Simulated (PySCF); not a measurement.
SMILES c1ccc(cc1)I (C6H5I) (GFN2-xTB optimised geometry):

```
12

I     -1.710    -2.595     0.000
C     -0.670    -0.748     0.000
C     -1.387     0.435     0.000
C     -0.702     1.638     0.000
C      0.682     1.654     0.000
C      1.386     0.462     0.000
C      0.713    -0.748     0.000
H     -2.466     0.422     0.000
H     -1.257     2.564     0.000
H      1.212     2.595     0.000
H      2.466     0.468     0.000
H      1.261    -1.677     0.000
```

Calculation: PBE/def2-TZVP, def2 effective core potentials past Kr run with PySCF.

**Question.** What are the frontier orbital energies and the dipole moment?

**Answer.** HOMO-2 -6.72 eV, HOMO-1 -6.37 eV, HOMO -5.88 eV, LUMO -1.77 eV, LUMO+1 -1.49 eV; dipole moment 1.68 D.
